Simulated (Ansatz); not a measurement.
`BN1B[SiH2]1` + `[SiH3]S` → `BS[SiH3]` + `B1N[SiH2]1`  (ligand exchange at a B–N bond)

Isolated molecules relaxed with PBE0-D4/def2-TZVP in Ansatz; ΔE leaves out vibrations. CCSD(T)/CBS adds triple-zeta CCSD(T) − MP2 to the extrapolated MP2 energy (def2 sets, frozen cores). DFT in def2-TZVPP.

```csv
species,r2SCAN0 energy (Eh)
`BN1B[SiH2]1`,-396.88905
`[SiH3]S`,-690.06424
`BS[SiH3]`,-715.51247
`B1N[SiH2]1`,-371.44324
```

Problem. Work out ΔE.

Solution. ΔE = (-715.51247) + (-371.44324) − (-396.88905) − (-690.06424) = -0.00242 Eh = -6.4 kJ/mol. CCSD(T)/CBS gives -5.1 kJ/mol.

Largest T1 diagnostic among the species: 0.014.

From PBE to PBE0 (25 % exact exchange), in def2-TZVPP and without D4, ΔE moves by +4.4 kJ/mol. Leaving LDA and LC-ωPBE aside and taking each functional with its dispersion term where it has one, the values, not all of them listed here, spread over 18.0 kJ/mol, from PBE-D4 to BHLYP-D4.
